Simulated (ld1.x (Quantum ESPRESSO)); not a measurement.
## Pseudopotential generation for potassium: TM, LDA (PZ), scalar-relativistic.

```
Element                 : potassium (K)
Generator               : ld1.x (Quantum ESPRESSO) 7.5
Type                    : norm-conserving Troullier–Martins (Kleinman–Bylander form)
Functional              : LDA (PZ)
Relativity              : scalar-relativistic
Frozen core             : [Ar]
Valence charge          : 1
Reference configuration : 4s1 4p0
Partial waves           : 4s (bound): rc 3.75 bohr; 4p (bound, empty): rc 4.20 bohr; 3d channel at -0.05 Ry: rc 3.40 bohr; 4f channel at 0.2 Ry: rc 4.55 bohr
Local potential         : all-electron potential smoothed inside 4.45 bohr (lloc = -2)
Core correction         : Bessel-smoothed model core, default radius (core density twice the valence density)
```

All-electron outer shells of the reference configuration (LDA (PZ), scalar-relativistic, ld1.x):

| shell | level (eV) | outermost node (bohr) | outermost maximum (bohr) |
| --- | --- | --- | --- |
| 3s | -35.18 | 0.48 | 1.07 |
| 3p | -18.83 | 0.45 | 1.15 |
| 4s | -2.43 | 1.59 | 4.03 |
| 4p | -0.84 | 1.88 | 5.71 |

(1) Estimate the cutoffs (Ry, on a coarse ladder) from which the occupation-weighted sum of valence levels, in a spherical-Bessel basis at the reference potential, stays within 10 and 1 mRy of its value at 400 Ry.

(2) What does a ghost test show?

(3) Tests: 4s0.5 4p0; 4s0 4p1. Which has the largest error in its energy relative to the reference configuration, and how large is it?

Results:

(1) 6 Ry and 6 Ry.

(2) No extra level below or beside the all-electron valence levels (s, p, d, f tested).

(3) 4s0 4p1, with -7.7 meV (all-electron minus pseudo) on +1.63 eV.
